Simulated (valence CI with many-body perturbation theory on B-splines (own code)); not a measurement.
**I⁴⁺: electric-dipole lines**

Computed by configuration interaction combined with many-body perturbation theory (CI+MBPT): three valence electrons over a frozen Dirac-Fock core [Kr] 4d10, a basis of 11 s, 11 p, 10 d, 8 f, 5 g, 2 h functions for each j, with the one-electron correlation potential Σ1 (screened to all orders), the two-electron term Σ2, the three-electron term Σ3, Breit, model QED; selected single and double excitations, second order for the rest, scaled by the run's own slope (own B-spline code, finite nucleus).

No measured levels were compared; by estimate levels hold to about 250 cm⁻¹ or 0.2 % of their energy and the worst to 1 %, as in measured heavy ions of charge 2 to 7; those with d or f electrons hold less well. The list stops below the first excitations out of the core.

Lines 351 to 400 of 595 in falling wavelength, among levels below 346370 cm⁻¹, chosen from the strongest by gf and those to the six lowest levels. Wavelengths and rates use the calculated energies, so an error of 400 cm⁻¹ moves a line at 874.8 Å by 0.35 % and its rate by three times that or more. Electric multipoles are in the length gauge, E1 and E2 with the static RPA response of the core. Weak lines are less certain than strong ones. Lines between different terms over intervals too small for the method are left out, as are lines whose strength nearly cancels. Where a level lies close to another of its J and parity, the split of strength between their lines is uncertain. The highest levels of a list are the least certain.

Names give the largest LS component (configuration and term), which can be under half, so a name can repeat, a term be missing and a line seem to break the LS rules; names also repeat where a configuration has a term twice. Letters in brackets count levels of one name in rising energy.

| λ vac (Å) | Upper | Lower | A (s⁻¹) | log gf | Branch % |
| --- | --- | --- | --- | --- | --- |
| 874.8 | 5s2.7p 2P°_3/2 | 5s2.6s 2S_1/2 | 2.02e+08 | -1.03 | 5.3 |
| 873.9 | 5p2.5d 4F_7/2 | 5s.5p.5d 4F°_7/2 | 9.99e+08 | -0.04 | 30.6 |
| 867.5 | 5s.5p.5d 4F°_3/2 | 5s.5p2 2D_3/2 | 1.27e+08 | -1.24 | 29.3 |
| 856.7 | 5p2.5d 2F_5/2 | 5s.5p.5d 4F°_3/2 | 2.83e+08 | -0.73 | 11.2 |
| 850.3 | 5p3 2D°_5/2 | 5s.5p2 4P_5/2 | 7.60e+07 | -1.31 | 9.5 |
| 849.1 | 5p3 4S°_3/2 | 5s.5p2 4P_5/2 | 2.18e+09 | -0.03 | 38.2 |
| 848.6 | 5p3 2D°_3/2 | 5s.5p2 4P_3/2 | 5.84e+08 | -0.60 | 20.6 |
| 845.8 | 5p2.5d 4F_7/2 | 5s.5p.5d 4F°_5/2 | 4.18e+08 | -0.45 | 12.8 |
| 844.4 | 4f.5s.5p 2F_5/2 [b] | 4f.5s2 2F°_5/2 | 4.91e+09 | 0.50 | 89.9 |
| 844.3 | 4f.5s.5p 2F_5/2 [b] | 4f.5s2 2F°_7/2 | 2.05e+08 | -0.88 | 3.8 |
| 844.0 | 4f.5s.5p 2F_7/2 [b] | 4f.5s2 2F°_5/2 | 4.42e+08 | -0.42 | 7.9 |
| 843.9 | 4f.5s.5p 2F_7/2 [b] | 4f.5s2 2F°_7/2 | 4.78e+09 | 0.61 | 86.0 |
| 842.3 | 5p2.5d 2P_3/2 | 5s.5p.5d 4F°_5/2 | 2.28e+08 | -1.01 | 4.0 |
| 838.6 | 5s2.5f 2F°_5/2 | 5s2.5d 2D_3/2 | 3.75e+08 | -0.62 | 9.8 |
| 831.6 | 5p3 2P°_1/2 | 5s.5p2 2D_3/2 | 2.73e+09 | -0.25 | 80.4 |
| 825.2 | 5p2.5d 2P_3/2 | 5s.5p.5d 4F°_3/2 | 6.98e+08 | -0.54 | 12.1 |
| 824.4 | 5p3 2P°_3/2 | 5s.5p2 2D_5/2 | 1.90e+09 | -0.11 | 55.1 |
| 821.6 | 4f.5s.5p 2G_9/2 [b] | 4f.5s2 2F°_7/2 | 5.59e+09 | 0.75 | 95.5 |
| 818.8 | 5s.5p.6s 2P°_3/2 [a] | 5s2.5d 2D_5/2 | 8.64e+08 | -0.46 | 7.6 |
| 817.6 | 5s.5p.5d 2D°_3/2 [a] | 5s.5p2 2P_1/2 | 1.14e+09 | -0.34 | 11.4 |
| 815.6 | 5s.5p.6p 2P_1/2 [b] | 5s2.6p 2P°_3/2 | 9.51e+08 | -0.72 | 12.0 |
| 815.5 | 5s.5p.5d 2F°_7/2 [b] | 5s2.5d 2D_5/2 | 1.22e+10 | 0.99 | 79.0 |
| 815.2 | 4f.5s.5p 2G_7/2 [b] | 4f.5s2 2F°_5/2 | 4.88e+09 | 0.59 | 88.8 |
| 815.1 | 4f.5s.5p 2G_7/2 [b] | 4f.5s2 2F°_7/2 | 3.64e+08 | -0.54 | 6.6 |
| 812.3 | 5s2.6p 2P°_3/2 | 5s.5p2 4P_5/2 | 7.24e+07 | -1.54 | 4.5 |
| 811.2 | 5p3 2D°_5/2 | 5s.5p2 4P_3/2 | 7.64e+06 | -2.34 | 1.0 |
| 810.1 | 5p3 4S°_3/2 | 5s.5p2 4P_3/2 | 2.12e+09 | -0.08 | 37.2 |
| 809.3 | 5s.5p.6s 2P°_3/2 [a] | 5s2.5d 2D_3/2 | 9.10e+08 | -0.45 | 8.0 |
| 808.2 | 5p3 2D°_3/2 | 5s.5p2 4P_1/2 | 5.63e+08 | -0.66 | 19.8 |
| 804.3 | 5p3 2P°_3/2 | 5s.5p2 2D_3/2 | 1.03e+08 | -1.40 | 3.0 |
| 803.8 | 5s2.7d 2D_3/2 | 4f.5s2 2F°_5/2 | 2.56e+09 | 0.00 | 84.1 |
| 802.2 | 5s.5p.6s 4P°_3/2 | 5s.5p2 2P_3/2 | 5.39e+08 | -0.68 | 6.4 |
| 802.2 | 5s2.7d 2D_5/2 | 4f.5s2 2F°_5/2 | 1.66e+08 | -1.02 | 5.2 |
| 802.2 | 5s2.7d 2D_5/2 | 4f.5s2 2F°_7/2 | 2.56e+09 | 0.17 | 80.8 |
| 801.9 | 5s.5p.5d 2F°_5/2 [b] | 5s2.5d 2D_3/2 | 9.88e+09 | 0.76 | 54.9 |
| 801.2 | 5s.5p.5d 4P°_5/2 | 5s.5p2 2D_5/2 | 4.56e+08 | -0.58 | 4.6 |
| 800.7 | 5s.5p.6p 2D_5/2 [b] | 5s2.6p 2P°_3/2 | 4.26e+09 | 0.39 | 72.6 |
| 796.2 | 5s.5p.6p 2P_3/2 | 5s2.6p 2P°_3/2 | 4.78e+09 | 0.26 | 65.0 |
| 794.5 | 5s.5p.6p 2D_3/2 [c] | 5s2.6p 2P°_1/2 | 5.05e+09 | 0.28 | 74.9 |
| 793.8 | 5s.5p.6p 2D_5/2 [a] | 4f.5s2 2F°_7/2 | 2.14e+08 | -0.92 | 10.4 |
| 793.7 | 5s.5p2 2P_1/2 | 5s2.5p 2P°_1/2 | 6.38e+09 | 0.08 | 98.2 |
| 793.1 | 5s.5p.5d 2D°_5/2 [b] | 5s2.5d 2D_5/2 | 4.95e+09 | 0.45 | 25.1 |
| 791.8 | 5s.5p2 2S_1/2 | 5s2.5p 2P°_3/2 | 4.69e+09 | -0.05 | 85.7 |
| 791.1 | 5s.5p.6p 2P_1/2 [b] | 5s2.6p 2P°_1/2 | 5.06e+09 | -0.02 | 63.7 |
| 790.6 | 5s.5p.5d 2P°_1/2 [b] | 5s2.5d 2D_3/2 | 4.54e+09 | -0.07 | 27.7 |
| 789.1 | 5s.5p.5d 2P°_3/2 [a] | 5s.5p2 2P_3/2 | 1.52e+09 | -0.25 | 13.2 |
| 788.4 | 5p2.5d 4F_3/2 | 5p3 2D°_5/2 | 2.62e+08 | -1.01 | 6.8 |
| 786.5 | 5s.5p.5d 2D°_3/2 [b] | 5s2.5d 2D_3/2 | 3.91e+09 | 0.16 | 23.5 |
| 784.2 | 5s.5p.5d 2D°_5/2 [b] | 5s2.5d 2D_3/2 | 1.62e+09 | -0.05 | 8.2 |
| 783.5 | 5s.5p2 2P_3/2 | 5s2.5p 2P°_3/2 | 6.86e+09 | 0.40 | 73.3 |

(1) How does gf follow from A for the line at 789.1 Å?

Answers

(1) gf = 1.4992 × (2J+1)_upper × A / σ², with σ = 126730 cm⁻¹ and 2J+1 = 4: gf = 0.566.
